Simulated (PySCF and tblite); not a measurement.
The numbers below are computed, except where a source is named.
System: C₄H₃N₃, numbered as in [N:1]#[C:2][c:3]1[cH:4][n:5][nH:6][cH:7]1.

Level: PBE0/pcSseg-1 + D3(BJ) on B3LYP-D3(BJ)/def2-SVP stationary points, with GFN2-xTB thermal terms. Rate constants are transition-state-theory values, counting equivalent paths, without tunnelling. (PySCF 2.14 with density fitting, tblite 0.8.)

Tunnelling of the moving H, left out here, will speed the real process. In real samples such hydrogens mostly exchange between molecules or through solvent, far faster than by this path.

Task: How high is the barrier to the shift of H on N6 from N6 to N5, through which structure does it pass, and what rate follows at 298 K?

Result: The electronic barrier is 53.5 kcal/mol and ΔG‡(298 K) 49.2 kcal/mol, over a Cs saddle with an imaginary mode of 1627i cm⁻¹ (GFN2-xTB). With 2 equivalent paths, k is 9.9×10⁻²⁴ s⁻¹.
